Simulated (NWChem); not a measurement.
System meant: C3H2F3, doublet; SMILES C=[C]C(F)(F)F

Input file for NWChem:

```
start job
memory heap 200 mb stack 900 mb global 1100 mb
geometry units angstroms noautoz
  C     -0.056617     2.221364     0.000523
  C     -0.566069     1.014551     0.006339
  C     -0.043387    -0.369507     0.000497
  F     -0.459682    -1.040245    -1.073225
  F     -0.442368    -1.042897     1.079100
  F      1.297085    -0.378793    -0.010323
  H     -0.687798     3.116820     0.006894
  H      1.033147     2.373929    -0.010901
end
basis spherical
  C library def2-svp
  F library def2-svp
  H library def2-svp
end
dft
  odft
  mult 2
  xc pbe0
  iterations 4
  mulliken
end
task dft energy
```

End of the output:

```
     --------------------------
     Expectation value of S2:
     --------------------------
      <S2> =      0.7567 (Exact =     0.7500)

 center of mass
 --------------
 x =   0.00217091 y =  -0.15745880 z =   0.00000000

 moments of inertia (a.u.)
 ------------------
         629.010210321267           0.000226967302           0.000000000000
           0.000226967302         318.388893532162           0.000000000000
           0.000000000000           0.000000000000         633.089328487151

     Multipole analysis of the density
     ---------------------------------

     L   x y z        total         alpha         beta         nuclear
     -   - - -        -----         -----         ----         -------
     0   0 0 0     -0.000000    -24.000000    -23.000000     47.000000

     1   1 0 0      0.044180      0.721979     -0.677799     -0.000000
     1   0 1 0      0.802860     -0.521832      1.324693     -0.000000
     1   0 0 1      0.000000      0.000000      0.000000      0.000000

     2   2 0 0    -24.154405    -54.261823    -49.518280     79.625698
     2   1 1 0      0.136114      1.532495     -0.992153     -0.404228
     2   1 0 1     -0.000000     -0.000000      0.000000      0.000000
     2   0 2 0    -21.032705   -143.003098   -137.881070    259.851463
     2   0 1 1     -0.000000     -0.000000     -0.000000      0.000000
     2   0 0 2    -25.356222    -50.240179    -49.564101     74.448058

 ------------------------------------------------------------------------
 dft energy failed                                                                                  0
 ------------------------------------------------------------------------
 ------------------------------------------------------------------------
  current input line :
    25: task dft energy
 ------------------------------------------------------------------------
 ------------------------------------------------------------------------
 This type of error is most commonly associated with calculations not reaching convergence criteria
 ------------------------------------------------------------------------
 For more information see the NWChem manual at https://nwchemgit.github.io

0:dft energy failed:Received an Error in Communication
```

### Question
What is wrong, and how is it mended?

### Answer
The run did not converge; its last values are not results. Cause: the SCF was allowed too few iterations. This input runs:
```
start job
memory heap 200 mb stack 900 mb global 1100 mb
geometry units angstroms noautoz
  C     -0.056617     2.221364     0.000523
  C     -0.566069     1.014551     0.006339
  C     -0.043387    -0.369507     0.000497
  F     -0.459682    -1.040245    -1.073225
  F     -0.442368    -1.042897     1.079100
  F      1.297085    -0.378793    -0.010323
  H     -0.687798     3.116820     0.006894
  H      1.033147     2.373929    -0.010901
end
basis spherical
  * library def2-svp
end
dft
  odft
  mult 2
  xc pbe0
  iterations 150
  mulliken
end
task dft energy
```
It converges to -414.21858 Ha (PBE0/def2-SVP, spin-unrestricted).
